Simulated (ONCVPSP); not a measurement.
Reading a pseudo-wave (chlorine (Cl))

Columns: radius, all-electron u(r) and pseudo u(r) of the 3p shell (level -13.90 eV) of chlorine in the configuration [Ne] 3s2 3p4.5; LDA (Perdew-Wang 92), scalar-relativistic, ONCV scheme, ONCVPSP 4.0.1.

```
r (bohr)  all-electron  pseudo
   0.075       -0.1400  0.0061
   0.150       -0.3057  0.0241
   0.225       -0.3755  0.0539
   0.300       -0.3525  0.0946
   0.375       -0.2662  0.1449
   0.450       -0.1441  0.2028
   0.525       -0.0070  0.2659
   0.600        0.1311  0.3319
   0.675        0.2613  0.3986
   0.750        0.3787  0.4645
   0.825        0.4807  0.5281
   0.900        0.5668  0.5882
   0.975        0.6370  0.6432
   1.050        0.6922  0.6914
   1.125        0.7339  0.7312
   1.200        0.7633  0.7611
   1.275        0.7820  0.7809
   1.350        0.7915  0.7912
   1.425        0.7932  0.7931
   1.500        0.7884  0.7884
   1.575        0.7782  0.7782
   1.650        0.7637  0.7636
   1.725        0.7457  0.7456
   1.800        0.7250  0.7249
   1.875        0.7022  0.7022
   1.950        0.6780  0.6779
```

Task: How many radial nodes do the two functions have?

Result: The all-electron 3p function has n − l − 1 = 1; the pseudo-wave has 0, since the states of the same l below it are removed with the core.

Task: At about which radius was the pseudo-wave matched?

Result: 1.50 bohr. The columns agree to 0.0005 from 1.35 bohr on; several derivatives are matched, so the curves merge somewhat inside the radius.

Task: Is the pseudo-wave norm-conserving?

Result: Yes: the ONCV scheme keeps the norm inside the radius equal to the all-electron one, which fixes the energy derivative of the logarithmic derivative at the level.
